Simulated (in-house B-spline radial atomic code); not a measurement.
Configurations of Kr⁺, with energies counted from [Ar] 3d10 4s2 4p5. All numbers are computed (scalar-relativistic (X2C) PW91, spin-polarised, spherical fractional occupations; Fermi nucleus of rms radius 4.1884 fm) with a B-spline radial code for spherical atoms, not measured. Shells without spins written out take the highest spin.

Occupations are held fixed; configurations that lie above the ionisation limit could autoionise.

```json
{"configuration": "[Ar] 3d10 4s2 4p(1 up, 3 down) 5s(0 up, 1 down)", "E - E(ref) (eV)": "13.898", "highest orbital": "5s down", "its <r> (bohr)": "4.112"}
{"configuration": "[Ar] 3d10 4s(0 up, 1 down) 4p6", "E - E(ref) (eV)": "14.463", "highest orbital": "4p up", "its <r> (bohr)": "1.823"}
{"configuration": "[Ar] 3d10 4s1 4p5 4d1", "E - E(ref) (eV)": "30.208", "highest orbital": "4d up", "its <r> (bohr)": "3.137"}
{"configuration": "[Ar] 3d10 4s1 4p5 5p1", "E - E(ref) (eV)": "31.672", "highest orbital": "5p up", "its <r> (bohr)": "5.034"}
{"configuration": "[Ar] 3d10 4s(1 up, 0 down) 4p(3 up, 2 down) 5f(0 up, 1 down)", "E - E(ref) (eV)": "37.108", "highest orbital": "5f down", "its <r> (bohr)": "14.44"}
{"configuration": "[Ne] 3s2 3p5 3d10 4s2 4p6", "E - E(ref) (eV)": "193.17", "highest orbital": "4p down", "its <r> (bohr)": "1.744"}
```

(1) Order these further configurations by energy, lowest first.
A. [Ar] 3d9 4s2 4p5 4f1
B. [Ar] 3d(4 up, 5 down) 4s2 4p(2 up, 3 down) 4d(0 up, 1 down)
C. [Ar] 3d9 4s2 4p5 5f1
D. [Ar] 3d10 4s1 4p5 5d1
E. [Ar] 3d10 4s2 4p4 4d1

(2) How far above the reference does [Ar] 3d9 4s2 4p5 5p1 lie?

Answers

(1) E (15.287 eV), D (34.813 eV), B (96.917 eV), A (102.75 eV), C (103.93 eV).

(2) 98.405 eV; its least bound orbital is 5p up with <r> = 4.961 bohr.
